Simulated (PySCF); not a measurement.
C3H10B2OS.
Numbering: `[CH3:1][O:2][BH:3][CH2:4][BH:5][S:6][CH3:7]` (hydrogens: H8, H9, H10 on C1; H11 on B3; H12, H13 on C4; H14 on B5; H15, H16, H17 on C7)

The closed-shell SCF was solved with PySCF and density fitting under several settings on one GFN2-xTB geometry (grid level 2 and gas phase unless stated).

```csv
settings,basis functions,SCF cycles,E (Eh),HOMO (eV),LUMO (eV),dipole (D)
PBE0/pcSseg-1,176,14,-643.0339,-7.33,-0.83,3.01
PBE0/def2-SVPD,230,14,-642.7953,-7.33,-0.90,2.82
```

Task: Estimate the rows for these settings: (1) PBE0/pcSseg-1, IEF-PCM cyclohexane; (2) LC-wPBE/cc-pVDZ, energy threshold 1e-11 Eh.

Result: 
| settings | basis functions | SCF cycles | E (Eh) | HOMO (eV) | LUMO (eV) | dipole (D) |
| --- | --- | --- | --- | --- | --- | --- |
| PBE0/pcSseg-1, IEF-PCM cyclohexane | 176 | 14 | -643.0360 | -7.38 | -0.85 | 3.29 |
| LC-wPBE/cc-pVDZ, energy threshold 1e-11 Eh | 152 | 13 | -643.2516 | -9.83 | 1.58 | 2.92 |

Task: Over all rows, what range does the HOMO–LUMO gap span?

Result: From 6.43 eV (PBE0/def2-SVPD) to 11.41 eV (LC-wPBE/cc-pVDZ, energy threshold 1e-11 Eh). The functional of the narrowest has 25 % exact exchange, that of the widest range-separated exact exchange.

Task: And the dipole moment?

Result: From 2.82 D (PBE0/def2-SVPD) to 3.29 D (PBE0/pcSseg-1, IEF-PCM cyclohexane); the largest is 1.17 times the smallest, and the median is 2.96 D.

Task: Compare two rows with the functional PBE0: PBE0/pcSseg-1 and PBE0/def2-SVPD. Which energy is lower, and by how much?

Result: PBE0/pcSseg-1 (176 functions) lies 0.2386 Eh or 150 kcal/mol below PBE0/def2-SVPD (230 functions). The smaller set gives the lower energy; the two sets aren't nested, so the variational bound doesn't order them by size.

Whole jobs, the steps after the SCF included, on one thread, Arm Neoverse N1 (aarch64), on a shared host:

```csv
settings,work after the SCF,wall time,peak memory
PBE0/pcSseg-1,"shieldings, charges and field gradients",36 s,0.86 GiB
PBE0/def2-SVPD,"6 singlets by full TDDFT, 2 Tamm–Dancoff triplets, polarisability",59 s,0.94 GiB
"PBE0/pcSseg-1, IEF-PCM cyclohexane",shieldings,34 s,0.92 GiB
"LC-wPBE/cc-pVDZ, energy threshold 1e-11 Eh",shieldings,55 s,0.83 GiB
```

Cycle counts include a coarse-grid stage where the run had one. Geometry: GFN2-xTB, one conformer.

Conformer computed: `[CH3:1][O:2][BH:3][CH2:4][BH:5][S:6][CH3:7]`: C1–O2–B3–C4 179°, O2–B3–C4–B5 -97°, B3–C4–B5–S6 87°, C4–B5–S6–C7 2°.
